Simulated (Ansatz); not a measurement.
One geometry of Zn₁₃O₁₃H₃₀, several levels of theory.

```yaml
crystal:
  periodic: [false, false, false]
  atoms:
    - {symbol: Zn, position_ang: [-1.779292, -1.932075, -0.385098]}
    - {symbol: Zn, position_ang: [-2.185671, 1.325469, -2.806782]}
    - {symbol: Zn, position_ang: [-4.071640, 0.864141, -0.962385]}
    - {symbol: Zn, position_ang: [-1.930812, 0.382842, 1.775340]}
    - {symbol: Zn, position_ang: [-1.937612, 3.336816, -0.614030]}
    - {symbol: Zn, position_ang: [0.609766, -1.942447, -3.340286]}
    - {symbol: Zn, position_ang: [0.957586, -4.073190, -0.864376]}
    - {symbol: Zn, position_ang: [0.384856, -1.777763, 1.929032]}
    - {symbol: Zn, position_ang: [2.802617, -2.189153, -1.331215]}
    - {symbol: Zn, position_ang: [0.452614, 0.450278, -0.456149]}
    - {symbol: Zn, position_ang: [1.326525, 2.804841, 2.178850]}
    - {symbol: Zn, position_ang: [3.339777, 0.613366, 1.932391]}
    - {symbol: Zn, position_ang: [0.867925, 0.961326, 4.066644]}
    - {symbol: O, position_ang: [-2.591380, -0.595220, -1.805228]}
    - {symbol: O, position_ang: [-0.402973, -2.861677, -1.805450]}
    - {symbol: O, position_ang: [-1.206403, -1.293007, -3.981755]}
    - {symbol: O, position_ang: [-0.653183, -0.654623, 0.650768]}
    - {symbol: O, position_ang: [-0.632373, 1.829982, -1.445299]}
    - {symbol: O, position_ang: [-2.859109, 1.803427, 0.398526]}
    - {symbol: O, position_ang: [-0.593261, 1.801762, 2.586953]}
    - {symbol: O, position_ang: [-1.290694, 3.979462, 1.203164]}
    - {symbol: O, position_ang: [1.441438, -0.635449, -1.835635]}
    - {symbol: O, position_ang: [1.803090, -2.590841, 0.591679]}
    - {symbol: O, position_ang: [1.807288, -0.400158, 2.854876]}
    - {symbol: O, position_ang: [3.981094, -1.203768, 1.285130]}
    - {symbol: O, position_ang: [1.832016, 1.442003, 0.626598]}
    - {symbol: H, position_ang: [-2.762215, -3.077921, 0.020808]}
    - {symbol: H, position_ang: [-1.522497, 1.252079, -4.250930]}
    - {symbol: H, position_ang: [-5.427652, 0.173801, -0.640241]}
    - {symbol: H, position_ang: [-3.642143, 1.931465, -2.274516]}
    - {symbol: H, position_ang: [-3.077772, -0.022036, 2.757527]}
    - {symbol: H, position_ang: [-2.204806, 4.355909, -1.765573]}
    - {symbol: H, position_ang: [1.760980, -2.215049, -4.358196]}
    - {symbol: H, position_ang: [0.633321, -5.427956, -0.172398]}
    - {symbol: H, position_ang: [2.269492, -3.646883, -1.933544]}
    - {symbol: H, position_ang: [-0.019418, -2.757400, 3.078361]}
    - {symbol: H, position_ang: [4.246698, -1.524772, -1.263267]}
    - {symbol: H, position_ang: [1.251865, 4.248228, 1.515117]}
    - {symbol: H, position_ang: [4.357756, 1.765506, 2.200781]}
    - {symbol: H, position_ang: [0.178449, 0.639639, 5.423167]}
    - {symbol: H, position_ang: [1.933500, 2.273879, 3.635387]}
    - {symbol: H, position_ang: [-3.378960, -1.091611, -2.116708]}
    - {symbol: H, position_ang: [-1.068188, -3.491806, -2.152142]}
    - {symbol: H, position_ang: [-1.741145, -1.137326, -3.143843]}
    - {symbol: H, position_ang: [-1.252996, -0.389579, -4.397302]}
    - {symbol: H, position_ang: [-0.063607, 2.345833, -2.051600]}
    - {symbol: H, position_ang: [-3.488515, 2.151326, 1.063787]}
    - {symbol: H, position_ang: [-1.088879, 2.112850, 3.375163]}
    - {symbol: H, position_ang: [-1.135254, 3.141830, 1.738208]}
    - {symbol: H, position_ang: [-0.387011, 4.394159, 1.248612]}
    - {symbol: H, position_ang: [2.047829, -0.067215, -2.351996]}
    - {symbol: H, position_ang: [2.116154, -3.377572, 1.088397]}
    - {symbol: H, position_ang: [2.155364, -1.065006, 3.484611]}
    - {symbol: H, position_ang: [3.143144, -1.738793, 1.131688]}
    - {symbol: H, position_ang: [4.395303, -1.252499, 0.381008]}
    - {symbol: H, position_ang: [2.346712, 2.048676, 0.057176]}
basis:
  gaussian: {orbitals: def2-SVP, fitting: {mean_field: def2-universal-jkfit}, initial_orbitals: start.molden}
hamiltonian: {xc: pbe0, dispersion: d4}
scf: {omitted_lower_state_checks: [starts]}
output: {orbitals: {seedname: orbitals}}
```

The file start.molden holds the orbitals of an earlier run on this structure, at another level or in another basis.

```sh
$ ansatz run in.yaml --threads 11 --pin off --events-out ev --progress --plain --max-ram 110592MiB --backend cuda --devices 0, --max-vram 75GiB
```

It prints (some lines left out):

```
Functional definition: PBE0
4973 factors; integrals over basis functions are off by at most 3.0e-1 eV
mean field evaluation 1: about -656344.5097 eV, gradient 3.6e1 eV
mean field evaluation 2: about -656346.6845 eV, gradient 1.8e0 eV
mean field evaluation 4: about -656346.6853 eV, gradient 1.1e-1 eV
mean field -656346.68531254 eV, -24120.2957974737 hartree, gradient 3.2e-5 eV, S^2 0.000000; 0 other end points of the search recorded, 0 dependent functions left out
reference -656346.68541294 eV, -24120.2958011636 hartree; 262, 262 occupied and 473, 473 virtual orbitals, 4973 factors
Total energy: -656349.52879984 eV, -24120.4002937048 hartree
Checks for a lower state left out: starts
```

It took 5.5 s on 11 threads of AMD EPYC 7R13 on a shared host and a whole NVIDIA H100 80GB HBM3.

First input, but with `gaussian: {orbitals: def2-TZVP, fitting: {mean_field: def2-universal-jkfit}, initial_orbitals: start.molden}`, `hamiltonian: {xc: r2scan, dispersion: d4}`, `output: {forces: true, orbitals: {seedname: orbitals}}` (abridged; 8.5 s):

```
Functional definition: r2SCAN
mean field -656568.80731429 eV, -24128.4586304785 hartree, gradient 2.2e-5 eV, S^2 0.000000
Total energy: -656569.80273168 eV, -24128.4952113929 hartree
Atom 0 force    -0.078608    -0.061035     0.103870 eV/Å
Atom 1 force     0.026306     0.048434    -0.219641 eV/Å
Atom 2 force    -0.158058    -0.013337     0.054491 eV/Å
Atom 3 force    -0.061603    -0.104522     0.079838 eV/Å
Atom 4 force    -0.069261     0.107034    -0.046321 eV/Å
Atom 5 force     0.045368    -0.069381    -0.107298 eV/Å
Atom 6 force    -0.054171    -0.158915     0.013231 eV/Å
Atom 7 force    -0.105470    -0.079708     0.061508 eV/Å
Atom 8 force     0.222601     0.028707    -0.048042 eV/Å
Atom 9 force     0.007634     0.006837    -0.008914 eV/Å
Atom 10 force     0.049911     0.212992    -0.023044 eV/Å
Atom 11 force     0.106452     0.046779     0.068237 eV/Å
Atom 12 force    -0.013040    -0.056387     0.157533 eV/Å
Atom 13 force    -0.387777    -0.214527    -0.088283 eV/Å
Atom 14 force    -0.277582    -0.268764    -0.191080 eV/Å
Atom 15 force    -0.231375     0.515120     0.163542 eV/Å
Atom 16 force     0.015455     0.015698    -0.015882 eV/Å
Atom 17 force     0.217413     0.239678    -0.267862 eV/Å
Atom 18 force    -0.269242     0.193516     0.275185 eV/Å
Atom 19 force    -0.212953     0.089496     0.388337 eV/Å
Atom 20 force     0.501739    -0.167196     0.226791 eV/Å
Atom 21 force     0.265384     0.218501    -0.239917 eV/Å
Atom 22 force     0.093646    -0.389481     0.212319 eV/Å
Atom 23 force     0.192110    -0.274221     0.269795 eV/Å
Atom 24 force    -0.160601    -0.236870    -0.529248 eV/Å
Atom 25 force     0.240459     0.270259    -0.214422 eV/Å
Atom 26 force     0.115406     0.146118    -0.051470 eV/Å
Atom 27 force    -0.100455     0.050169     0.183533 eV/Å
Atom 28 force     0.180890     0.097209    -0.033070 eV/Å
Atom 29 force     0.061871    -0.125801     0.044807 eV/Å
Atom 30 force     0.146904     0.051544    -0.115712 eV/Å
Atom 31 force     0.041985    -0.122194     0.159299 eV/Å
Atom 32 force    -0.159312     0.043879     0.120876 eV/Å
Atom 33 force     0.034360     0.181845    -0.097219 eV/Å
Atom 34 force    -0.044870     0.062019     0.128344 eV/Å
Atom 35 force     0.051596     0.115152    -0.147475 eV/Å
Atom 36 force    -0.184880    -0.102648    -0.043789 eV/Å
Atom 37 force     0.053806    -0.180583     0.099076 eV/Å
Atom 38 force    -0.121267    -0.159897    -0.043039 eV/Å
Atom 39 force     0.097008     0.033243    -0.180196 eV/Å
Atom 40 force    -0.124722    -0.044028    -0.062195 eV/Å
Atom 41 force     0.409382     0.247949     0.175512 eV/Å
Atom 42 force     0.371514     0.323454     0.175849 eV/Å
Atom 43 force     0.264684    -0.116303    -0.350595 eV/Å
Atom 44 force     0.103073    -0.490173     0.146398 eV/Å
Atom 45 force    -0.289636    -0.286278     0.342239 eV/Å
Atom 46 force     0.322663    -0.176845    -0.371318 eV/Å
Atom 47 force     0.246454    -0.174730    -0.409530 eV/Å
Atom 48 force    -0.116371     0.349543    -0.264103 eV/Å
Atom 49 force    -0.482001    -0.140467    -0.100843 eV/Å
Atom 50 force    -0.342774    -0.289588     0.287695 eV/Å
Atom 51 force    -0.176891     0.408656    -0.247186 eV/Å
Atom 52 force    -0.176935     0.371702    -0.322607 eV/Å
Atom 53 force     0.346699     0.265191     0.115147 eV/Å
Atom 54 force    -0.147169     0.106873     0.497837 eV/Å
Atom 55 force    -0.285748    -0.343718     0.289009 eV/Å
Dipole moment:     0.576324     0.573598    -0.574313 e Å
Checks for a lower state left out: starts
```

The first input with `hamiltonian: {xc: pbe, dispersion: d4}` (abridged; 4.1 s):

```
Functional definition: PBE
mean field -656335.97079908 eV, -24119.9020463668 hartree, gradient 5.3e-5 eV, S^2 0.000000
Total energy: -656339.14409264 eV, -24120.0186627542 hartree
Checks for a lower state left out: starts
```

The first input with `gaussian: {orbitals: def2-TZVP, fitting: {mean_field: def2-universal-jkfit}, initial_orbitals: start.molden}` (abridged; 10 s):

```
Functional definition: PBE0
mean field -656466.83263717 eV, -24124.7111302153 hartree, gradient 1.2e-5 eV, S^2 0.000000
Total energy: -656469.67612003 eV, -24124.8156262827 hartree
Checks for a lower state left out: starts
```

First input, but with `gaussian: {orbitals: def2-TZVP, fitting: {mean_field: def2-universal-jkfit}, initial_orbitals: start.molden}`, `hamiltonian: {xc: pbe, dispersion: d4}`, `output: {forces: true, orbitals: {seedname: orbitals}}` (abridged; 8 s):

```
Functional definition: PBE
mean field -656459.72696876 eV, -24124.4500017174 hartree, gradient 2.5e-5 eV, S^2 0.000000
Total energy: -656462.90025009 eV, -24124.5666176554 hartree
Atom 0 force    -0.152612    -0.135891     0.160279 eV/Å
Atom 1 force    -0.045012     0.123480    -0.324811 eV/Å
Atom 2 force    -0.288282     0.006694     0.013668 eV/Å
Atom 3 force    -0.136908    -0.161157     0.153116 eV/Å
Atom 4 force    -0.118099     0.223602    -0.143994 eV/Å
Atom 5 force     0.143123    -0.117428    -0.224243 eV/Å
Atom 6 force    -0.012749    -0.288860    -0.006230 eV/Å
Atom 7 force    -0.161976    -0.153309     0.136910 eV/Å
Atom 8 force     0.326995    -0.043465    -0.123344 eV/Å
Atom 9 force     0.044971     0.044187    -0.046143 eV/Å
Atom 10 force     0.125330     0.318171     0.048192 eV/Å
Atom 11 force     0.222298     0.144812     0.117260 eV/Å
Atom 12 force     0.006964    -0.015530     0.287545 eV/Å
Atom 13 force    -0.163304    -0.203546    -0.078487 eV/Å
Atom 14 force    -0.201955    -0.141753    -0.098859 eV/Å
Atom 15 force    -0.186271     0.158519    -0.126368 eV/Å
Atom 16 force     0.022346     0.022603    -0.022638 eV/Å
Atom 17 force     0.159009     0.138044    -0.141382 eV/Å
Atom 18 force    -0.141367     0.101343     0.199780 eV/Å
Atom 19 force    -0.202154     0.079615     0.163845 eV/Å
Atom 20 force     0.145279     0.123727     0.181877 eV/Å
Atom 21 force     0.138935     0.160418    -0.138181 eV/Å
Atom 22 force     0.084044    -0.165046     0.201420 eV/Å
Atom 23 force     0.100099    -0.198892     0.141579 eV/Å
Atom 24 force     0.130713    -0.190802    -0.173289 eV/Å
Atom 25 force     0.139197     0.143391    -0.156070 eV/Å
Atom 26 force     0.024927     0.034835    -0.022154 eV/Å
Atom 27 force    -0.034694     0.029858     0.050877 eV/Å
Atom 28 force     0.046824     0.023013    -0.003022 eV/Å
Atom 29 force    -0.009662    -0.014765     0.004008 eV/Å
Atom 30 force     0.035516     0.022328    -0.025325 eV/Å
Atom 31 force     0.014184    -0.032573     0.043722 eV/Å
Atom 32 force    -0.043757     0.015497     0.031253 eV/Å
Atom 33 force     0.004043     0.047868    -0.022992 eV/Å
Atom 34 force    -0.004227    -0.009709     0.017307 eV/Å
Atom 35 force     0.022523     0.025123    -0.035768 eV/Å
Atom 36 force    -0.052045    -0.037024    -0.024306 eV/Å
Atom 37 force     0.033313    -0.047978     0.033468 eV/Å
Atom 38 force    -0.031710    -0.044216    -0.015066 eV/Å
Atom 39 force     0.022935     0.003219    -0.046082 eV/Å
Atom 40 force    -0.013708    -0.003042     0.009283 eV/Å
Atom 41 force     0.130913     0.085597     0.064230 eV/Å
Atom 42 force     0.144981     0.101555     0.048893 eV/Å
Atom 43 force     0.043393    -0.042704    -0.028175 eV/Å
Atom 44 force     0.087054    -0.128822    -0.002429 eV/Å
Atom 45 force    -0.088058    -0.108665     0.134314 eV/Å
Atom 46 force     0.101004    -0.049402    -0.144804 eV/Å
Atom 47 force     0.084385    -0.063535    -0.130783 eV/Å
Atom 48 force    -0.042603     0.026784    -0.042788 eV/Å
Atom 49 force    -0.120887     0.007963    -0.085227 eV/Å
Atom 50 force    -0.134886    -0.088160     0.109855 eV/Å
Atom 51 force    -0.065166     0.130510    -0.084677 eV/Å
Atom 52 force    -0.049543     0.145363    -0.100683 eV/Å
Atom 53 force     0.023811     0.043902     0.042121 eV/Å
Atom 54 force     0.000968     0.090020     0.136293 eV/Å
Atom 55 force    -0.108443    -0.135769     0.087225 eV/Å
Dipole moment:     0.545062     0.542480    -0.543148 e Å
Checks for a lower state left out: starts
```

Geometry: PBE-D4/def2-SVP.

Single mean-field runs in def2-SVP, def2-TZVP are fitted with def2-universal-jkfit.
